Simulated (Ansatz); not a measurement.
Basis-set extrapolation for AlClFH3Si (`F[SiH2][AlH][Cl]`) (PBE0-D4/def2-TZVP geometry, frozen core, Ansatz). Multiplicity 1, RHF reference.

|  | def2-TZVPP | def2-QZVPP |
| --- | --- | --- |
| HF | -1091.740244 | -1091.774157 |
| MP2 correlation | -0.630621 | -0.690719 |
| CCSD(T) correlation | -0.698700 | not run |

Energies in hartree. Use E(X) = E(∞) + A·exp(−7.88·√X) for Hartree–Fock and E(X) = E(∞) + B·X^(−2.97) for correlation, with X = 3 and 4, and add CCSD(T) minus MP2 of the smaller set to the MP2 limit.

Q: What is the CCSD(T) energy at the basis-set limit?

A: HF limit: -1091.774157 + (-0.033913) × 0.13774 = -1091.77883. MP2 limit: -0.690719 + (-0.060098) × 0.74074 = -0.73524. Higher-order term: -0.698700 − (-0.630621) = -0.06808. Total: -1092.58215 hartree, 89.9 kcal/mol below CCSD(T)/def2-TZVPP.
